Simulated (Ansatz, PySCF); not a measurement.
Species: C4H7O, net charge 0, doublet state. It need not be the lowest isomer of its formula. SMILES: [CH2]CCC=O
Geometry from a B3LYP-D3(BJ)/def2-TZVP (Ansatz, a quantum-chemistry and plane-wave program) optimisation:
```xyz
12

C     -2.3364    -0.1494     0.0236
C     -0.9442     0.3247    -0.1708
C      0.1041    -0.6966     0.2571
C      1.5272    -0.2326     0.1176
O      1.8642     0.8525    -0.2800
H     -3.1554     0.3091    -0.5124
H     -2.5796    -0.8600     0.8027
H     -0.7690     1.2547     0.3914
H     -0.7762     0.6051    -1.2147
H     -0.0356    -0.9936     1.3048
H      0.0076    -1.6291    -0.3130
H      2.2908    -0.9828     0.4164
```
Charge 0, spin multiplicity 2.

Property: atomisation energy (electronic, to ground-state atoms), in kcal/mol. Valence correlation only, unless marked. UHF or UKS for open shells. No spin-orbit coupling. No relativistic terms. The coupled-cluster limit lacks core correlation, which all-electron functionals hold. Basis-set limits of correlation are two-point, X^-3; Hartree-Fock from the larger set. [CCSD(T)-MP2]/basis is that difference in the basis named.

```json
[
 {"level": "HF/def2-TZVPD", "program": "PySCF", "atomisation energy (kcal/mol)": "853.8"}
]
```

Q: Predict the RI-MP2/CBS(cc-pVTZ,cc-pVQZ)+[CCSD(T)-MP2]/cc-pVTZ result (Ansatz).

A: 1155.8 kcal/mol
